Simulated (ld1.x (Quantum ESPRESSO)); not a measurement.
## Sc: excitation energies, all-electron against PAW

ld1.x (Quantum ESPRESSO) 7.5 input, shortened:

```
&input
   title='Sc', zed=21., rel=1, dft='PBE', iswitch=3,
   config='[Ar] 3d1 4s1.5 4p0.5'
 /
 &inputp
   pseudotype=3, lpaw=.true., tm=.true., lloc=-1, rcloc=2.45,
   nlcc=.true., new_core_ps=.true., rcore=1.90,
   which_augfun='PSQ', rmatch_augfun=1.50
 /
6
4S  1  0   1.50   0.00  2.65  3.50  0.0
4S  1  0   0.00   4.20  2.65  3.50  0.0
4P  2  1   0.50   0.00  3.10  4.05  0.0
4P  2  1   0.00   0.35  3.10  4.05  0.0
3D  3  2   1.00   0.00  1.75  2.15  0.0
3D  3  2   0.00   3.15  1.75  2.15  0.0
 &test
   configts(1)='3d1 4s1.5 4p0.5'
 /
```

Energies are relative to the spin-unpolarised reference configuration 3d1 4s1.5 4p0.5; without spin polarisation the order of configurations can differ from experiment. Not all tests gave a result: test run stopped at test 5 of 7 (negative rho).

Its overlap operator is not positive definite in a basis up to 400 Ry (lowest eigenvalue s -0.01), so the file is unfit for use: the generalised eigenproblem breaks down once the basis is large enough, and its test numbers describe a broken file.

```json
{"valence configuration": "3d1 4s2 4p0", "charge": "0", "ΔE all-electron (eV)": "-1.374", "error AE − PS (meV)": "-0.1"}
{"valence configuration": "3d1 4s1 4p0", "charge": "+1", "ΔE all-electron (eV)": "5.523", "error AE − PS (meV)": "-1.3"}
{"valence configuration": "3d1 4s0 4p0", "charge": "+2", "ΔE all-electron (eV)": "18.291", "error AE − PS (meV)": "-21"}
{"valence configuration": "3d1 4s1 4p1", "charge": "0", "ΔE all-electron (eV)": "1.406", "error AE − PS (meV)": "-0.3"}
```

The ghost test of this file was not conclusive.
